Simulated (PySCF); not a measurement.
This PySCF input asks for the NMR shieldings of SMILES CNN(C)C(C)(C)C, C₆H₁₆N₂; the geometry comes from PBE0-D3(BJ)/def2-SVP.

```python
import basis_set_exchange as bse
import numpy as np
from pyscf import gto, dft
from pyscf.prop import nmr

atoms = """
C     2.583548    0.841797    0.352790
N     1.416803    0.060313    0.675412
N     0.507603   -0.034817   -0.380940
C     0.809878   -1.136835   -1.261088
C    -0.888776    0.094452    0.084534
C    -1.258010   -1.001732    1.091987
C    -1.828984    0.033117   -1.118835
C    -1.027067    1.466796    0.741649
H     3.271095    0.829635    1.212805
H     3.146466    0.489251   -0.537413
H     2.287845    1.884998    0.166645
H     1.679432   -0.864294    1.026443
H     0.678699   -2.137836   -0.790377
H     0.194342   -1.106974   -2.169762
H     1.859535   -1.056800   -1.583886
H    -0.612583   -0.937894    1.981026
H    -1.152761   -2.007277    0.653786
H    -2.301741   -0.894574    1.424156
H    -2.845465    0.316459   -0.808665
H    -1.891330   -0.974380   -1.556419
H    -1.498938    0.735410   -1.899692
H    -0.315434    1.561505    1.572569
H    -0.813995    2.260535    0.009604
H    -2.047541    1.609553    1.128376
"""
names = dict.fromkeys(["C", "N", "H"], "pcSseg-1")
basis = {el: gto.basis.parse(bse.get_basis(n, elements=[el], fmt="nwchem")) for el, n in names.items()}
mol = gto.M(atom=atoms, basis=basis, charge=0, verbose=0)
mf = dft.RKS(mol, xc="PBE0")
mf.grids.level = 2
mf.grids.alignment = dft.numint.BLKSIZE   # the property module wants whole blocks of grid points
mf.conv_tol = 1e-9
mf.kernel()

calc = nmr.RKS(mf)   # GIAO
C = mf.mo_coeff
Co = C[:, mf.mo_occ > 0]
resp = mf.gen_response(singlet=True, hermi=2)
def vind(x):   # induced exchange potential for any number of trial vectors
    d = np.einsum("pi,xij,qj->xpq", C, 2 * x.reshape(-1, C.shape[1], Co.shape[1]), Co, optimize=True)
    return np.einsum("xpq,pi,qj->xij", resp(d - d.transpose(0, 2, 1)), C, Co, optimize=True).ravel()
mo1, _ = nmr.rhf.solve_mo1(calc, with_cphf=vind)
sigma = calc.kernel(mo1)
for i, s in enumerate(sigma):   # ppm
    print("%2d %-2s %9.2f" % (i, mol.atom_pure_symbol(i), np.trace(s) / 3))
```

Task: Give the expected output.

Result: 
```
 0 C     146.63
 1 N     171.25
 2 N     164.97
 3 C     151.77
 4 C     128.44
 5 C     168.19
 6 C     153.78
 7 C     154.01
 8 H      28.93
 9 H      28.61
10 H      28.91
11 H      30.89
12 H      29.54
13 H      28.78
14 H      28.72
15 H      30.18
16 H      30.28
17 H      30.89
18 H      30.34
19 H      30.17
20 H      30.25
21 H      29.09
22 H      30.35
23 H      30.75
```

These numbers come from an equivalent density-fitted implementation of the same equations, which agrees with the script to about 0.01 ppm for H and up to a few tenths of a ppm for heavy atoms, so last digits may differ.

Task: Turn these shieldings into chemical shifts. Shifts are taken against calculated references (same method and geometry level): ¹³C (σ = 184.41 ppm), ¹H (σ = 31.27 ppm) against TMS; NH3 for ¹⁵N (σ = 265.67 ppm).

Result: Averaging equivalent atoms: C 4: 56.0; C 0: 37.8; C 3: 32.6; C 5/6/7: 25.7; N 2: 100.7; N 1: 94.4; H 8/9/10: 2.45; H 12/13/14: 2.25; H 15/16/17/18/19/20/21/22/23: 1.01; H 11: 0.38 ppm. Experimental scales use liquid or dissolved standards, which lie at an offset from isolated NH3 (liquid NH3: subtract about 20 ppm).

Size and cost of the density-fitted run: 216 basis functions, 41 s wall time on 1 thread of an Arm Neoverse V2, shared host; peak memory 1 GiB.
